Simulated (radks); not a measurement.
Results of a calculation; reference values are marked as such.
Initial-state core-level shifts of the osmium ion Os2+ when its valence configuration changes from [Xe] 4f14 5d6. Level of theory: Dirac Kohn-Sham, PBE, spin-unpolarised, spherical densities, point nucleus; open shells fill j = l - 1/2 first (a radial shooting solver on a logarithmic mesh with Libxc functionals). Shifts are changes of the shell-averaged eigenvalues in eV (positive: less bound).

[
 {"valence": "4f12 5d6 6p2", "1s": "-31.891", "2p": "-34.019", "4s": "-34.380", "5p": "-15.500"},
 {"valence": "4f13 5d6 6p1", "1s": "-15.457", "2p": "-16.467", "4s": "-16.757", "5p": "-7.637"},
 {"valence": "4f14 5d5 6s1", "1s": "-3.216", "2p": "-3.381", "4s": "-3.325", "5p": "-2.975"},
 {"valence": "4f13.5 5d6 6s0.5", "1s": "-7.004", "2p": "-7.504", "4s": "-7.666", "5p": "-3.201"},
 {"valence": "4f12 5d8", "1s": "-22.246", "2p": "-24.019", "4s": "-24.534", "5p": "-6.658"},
 {"valence": "4f13 5d7", "1s": "-10.882", "2p": "-11.735", "4s": "-12.076", "5p": "-3.372"},
 {"valence": "4f11 5d6 6p3", "1s": "-49.774", "2p": "-53.092", "4s": "-53.264", "5p": "-24.031"},
 {"valence": "4f12 5d7 6s1", "1s": "-25.820", "2p": "-27.772", "4s": "-28.207", "5p": "-9.909"},
 {"valence": "4f11 5d6.5 6p2.5", "1s": "-46.902", "2p": "-50.121", "4s": "-50.374", "5p": "-21.511"}
]
